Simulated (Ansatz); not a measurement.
Calculated with Ansatz (gas phase, PBE0-D4/def2-TZVP geometries, no zero-point term in ΔE). CBS: MP2 limit from def2 TZ/QZ plus the TZ coupled-cluster correction, frozen cores. This one scheme is used for every species. Functionals use def2-TZVPP. B3LYP here is the variant with VWN-RPA as its local correlation; programs differ in this. For As outer-core shells are correlated without core-valence functions, which leaves a few kJ/mol of doubt a bond. Scalar relativity is left out up to krypton. One conformer a species, not always the lowest.

Consider the ligand exchange at the As–N bond: `C=N[AsH]C` + CH₃NH₂ → `CN[AsH]C` + `C=N`.

```
             level  ΔE (kJ/mol)  difference from CCSD(T)/CBS
            PBE-D4          9.2                          5.4
           PBE0-D4          6.4                          2.6
           ωB97X-V          3.3                         -0.5
            B2PLYP          7.3                          3.5
               PBE         10.0                          6.2
            r2SCAN          8.8                          5.0
              PBE0          7.0                          3.2
             B3LYP          8.5                          4.7
     HF/def2-TZVPP          2.2                         -1.6
    MP2/def2-TZVPP          5.5                          1.7
   CCSD/def2-TZVPP          2.3                         -1.5
CCSD(T)/def2-TZVPP          3.4                         -0.4
     HF/def2-QZVPP          2.3                         -1.5
    MP2/def2-QZVPP          5.8                          2.0
SCS-MP2/def2-QZVPP          4.8                          1.0
      HF/CBS(def2)          2.4                         -1.4
       CCSD(T)/CBS          3.8                            0
```

Largest T1 diagnostic among the species: 0.012.

CCSD(T)/CBS has its own doubt, a few kJ/mol and more with outer-core shells, so smaller differences from it don't rank the levels.
